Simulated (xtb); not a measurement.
HOSi, SMILES O=[SiH] (connectivity only; charge and spin as stated), charge +1, multiplicity 1. All values are semi-empirical tight-binding results from xtb (GFN2-xTB unless named), good for trends rather than for accurate numbers. Coordinates come from a GFN2-xTB optimisation. The spin state was assumed, not searched. The isomer is the one that the SMILES or the coordinates give; other isomers of the formula were not compared.

Optimised geometry:

Bonds (Å): O1–Si2 1.482, Si2–H3 1.449. Angles (°): O1–Si2–H3 180.0.
Charge +1, spin multiplicity 1.

Computed properties:
```
Quantity                                          Result
----------------------------------------  --------------
point group as xtb finds it                          C∞v
orbital gap                                      5.79 eV
zero-point energy                           7.4 kcal/mol
G − E(el) at 298.15 K (modified RRHO)      -5.7 kcal/mol
static polarisability (D4 model)              34.4 bohr³
solvation energy, GFN2-xTB/ALPB(water)    -58.6 kcal/mol
solvation energy, GFN2-xTB/ALPB(octanol)  -53.4 kcal/mol
```

Problem. Give the atomic charges and the Wiberg bond orders between heavy atoms. (The exact figures need the calculation; the answer reports its results.)

Solution. charges (e) O1 0.03, Si2 0.70, H3 0.28. Bond orders O1–Si2 2.65.
